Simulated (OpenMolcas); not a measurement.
**What dynamic correlation does to the levels of Mn III**

```
Program             : OpenMolcas
Basis               : ANO-L-VTZP [6s5p3d2f1g]
Scalar Hamiltonian  : non-relativistic, point nucleus
Active space        : 5 electrons in 6 orbitals (3d 4s)
State averaging     : 2S+1 = 6 even, 6 roots; 2S+1 = 4 even, 59 roots kept (CI in the orbitals of an earlier block); 2S+1 = 2 even, 81 roots kept (CI in the orbitals of an earlier block)
Spin-orbit coupling : state interaction with AMFI integrals over the reference wave functions, term energies averaged over their components
```

Methods on the same reference wave functions:
A. CASSCF
B. SS-CASPT2, IPEA 0.25 Eh, imaginary shift 0.1 Eh (closed shells correlated: 3s 3p)
C. MS-CASPT2, IPEA 0.25 Eh, imaginary shift 0.1 Eh (closed shells correlated: 3s 3p)

Energies in cm-1 above 3d5 6S 5/2, the measured ground level; measured values from Corliss and Sugar, J. Phys. Chem. Ref. Data 6, 1253 (1977).

```tsv
Level	A	B	C	Measured
3d5 6S 5/2	0.0	0.0	0.0	0.0
3d5 4G 5/2	34134	27600	27600	
3d5 4G 7/2	34150	27620	27620	26860
3d5 4G 11/2	34154	27620	27620	
3d5 4G 9/2	34159	27630	27630	
3d5 4P 5/2	39270	30160	30160	29168
3d5 4P 3/2	39315	30210	30210	
3d5 4P 1/2	39368	30270	30270	
3d5 4D 7/2	42508	32890	32890	32307
3d5 4D 1/2	42560	32950	32950	32369
3d5 4D 3/2	42600	33000	33000	
3d5 4D 5/2	42610	33010	33010	32384
3d5 2I 11/2	48647	40720	40720	39174
3d5 2I 13/2	48686	40780	40780	39176
3d4 4s 6D 1/2	54572	64140	64140	62457
3d4 4s 6D 3/2	54689	64250	64250	62568
3d5 2D 5/2(1) [72 %]	54808	42570	42570	41238
3d4 4s 6D 5/2	54881	64450	64450	62748
3d4 4s 6D 7/2	55142	64710	64710	62989
3d5 2D 3/2(1)	55264	42960	42960	41570
3d4 4s 6D 9/2	55466	65030	65030	63285
3d5 2F 7/2(1)	56313	44190	44190	42606
3d5 2F 5/2(1) [53 %]	56854	44640	44640	
3d5 4F 9/2	57260	44760	44760	43573
```

Deviations, from unrounded energies. A percentage is the sum of absolute deviations over the sum of measured energies, with the sign that they share, or ± where signs differ.

| Against measurement | Levels | A | B | C |
| --- | --- | --- | --- | --- |
| mean absolute deviation (cm-1) | 16 | 10000 | 1300 | 1300 |
| other terms of the ground configuration (%) | 11 | +30.4 | +3.0 | +3.0 |
| other configurations (%) | 5 | -12.5 | +2.7 | +2.7 |

B, C lie about equally close to measurement and A furthest from it. The largest miss of C in the table is 3d4 4s 6D 9/2, by +1700 cm-1. The ranking rests on the paired levels alone, and a cruder setting can come out closer through cancelling errors.

Between B and C no level of the table moves by more than 5 cm-1.

The two smallest mean deviations differ by little beside CASPT2's spread within terms, so their order carries little weight.

From A to B the spin-free energies of the other terms of 3d5 shown, above 6S, scale by factors of 0.77 to 0.84, as is usual when dynamic correlation screens the repulsion within a d or f shell.

The lowest spin-free term lies below A's lowest term by 0.392 hartree in B, 0.392 hartree in C.

CASPT2 breaks the degeneracy within a term, and the mean is taken; among the terms shown or strongly mixed into the levels shown the widest spread is 290 cm-1 (3d5 4G, C). Over all roots computed the reference weight is 0.88 to 0.95 in B, 0.88 to 0.95 in C; the roots of lowest weight are the least certain, and an intruder state may touch them. Terms from blocks run as CI alone lack orbitals of their own. A single d shell beside an s shell can misplace configurations of different d count against each other. Without dynamic correlation excited terms often stand tens of per cent too high (terms of higher spin than the ground term too low), and those without a measured partner can miss by more than the paired ones (holds for A). Blocks of more than 70 roots (2S+1 = 2 even) ran without multistate coupling (holds for C). Measured partners are found by configuration, term and J. A level has none where our copy of the source lacks it or the pairing is in doubt (some pairs that miss far off the trend of their configuration count as doubtful), and it then counts in no deviation. Levels of configurations outside the active space are missing. The table leaves out levels that lie high or whose names do not pair safely across all columns.

A share in square brackets marks a mixed level and gives the weight of the term that names it, the lowest over the columns. A number in round brackets counts repeated terms of one configuration in the order of the reference energies.
